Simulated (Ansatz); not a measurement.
C3H11InO (`[CH3][In-]([CH3])([CH3])[OH2+]`), 16 atoms. Total charge 0; spin multiplicity 1. Correlated methods include outer-core shells of In, which these sets cover unevenly. In takes the def2 core potential. All runs use 4 threads of an Arm Neoverse V2 on a shared host. Correlated methods freeze the cores.

Task: Give the basis size and wall time and peak host memory of each of these runs in Ansatz. RKS r2SCANh-D4/def2-TZVPP energy; RKS PBE0-D4/def2-TZVPP energy; RHF-CCSD(T)/def2-SVP energy; RHF-MP2/def2-TZVPP energy; RKS PBE0-D4/def2-TZVP relaxation (27 steps); RKS PBE0-D4/def2-QZVPP energy; RKS PBE0-D4/def2-TZVP frequencies; RKS ωB97M-V/def2-QZVPP energy; RKS PBE0-D4/def2-SVP energy; RKS BHLYP-D4/def2-TZVPP energy; RKS HSE06 (plane-wave form)-D4/def2-TZVPP energy; RKS ωB97M-V/def2-SVP energy. (Best estimate.)

Result: Ansatz gave: Other jobs shared the machine, so times are rough.

```tsv
level	job	functions	wall time	peak host memory (GiB)
RKS PBE0-D4/def2-SVP	energy	137	1.4 s	0.37
RKS PBE0-D4/def2-TZVPP	energy	328	4.2 s	1
RKS HSE06 (plane-wave form)-D4/def2-TZVPP	energy	328	4.6 s	1.1
RKS BHLYP-D4/def2-TZVPP	energy	328	4.7 s	1.1
RHF-MP2/def2-TZVPP	energy	328	5.5 s	1.1
RKS ωB97M-V/def2-SVP	energy	137	6 s	0.51
RKS r2SCANh-D4/def2-TZVPP	energy	328	6.5 s	1
RKS PBE0-D4/def2-QZVPP	energy	640	12 s	2.8
RHF-CCSD(T)/def2-SVP	energy	137	20 s	1.2
RKS ωB97M-V/def2-QZVPP	energy	640	28 s	3.2
RKS PBE0-D4/def2-TZVP	relaxation (27 steps)	240	110 s	0.78
RKS PBE0-D4/def2-TZVP	frequencies	240	5.1 min	0.78
```
